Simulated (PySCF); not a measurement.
C2H3AlBrF, SMILES [Br][Al]([CH]=C)[F].

The structure is a stationary point at B3LYP-D3(BJ)/def2-SVP. The structure was generated by enumeration; whether it is a known compound was not checked. Other conformers were not sampled.

Method: PBE0/def2-TZVP run with PySCF.

The molecule is in vacuum.

| Item | Value |
|---|---|
| total energy | -2994.05063 hartree |
| point group | Cs |
| highest occupied level | -8.48 eV |
| lowest empty level | -1.59 eV |
| orbital gap | 6.89 eV |
| dipole moment | 2.39 D |
| quadrupole, principal values (traceless, Buckingham form, about the centre of nuclear charge) | -6.52, 1.95, 4.57 D·Å |
| mean static polarisability | 64.4 bohr³ (9.54 Å³) |
| polarisability, principal values | 46.5, 69.6, 77.0 bohr³ |
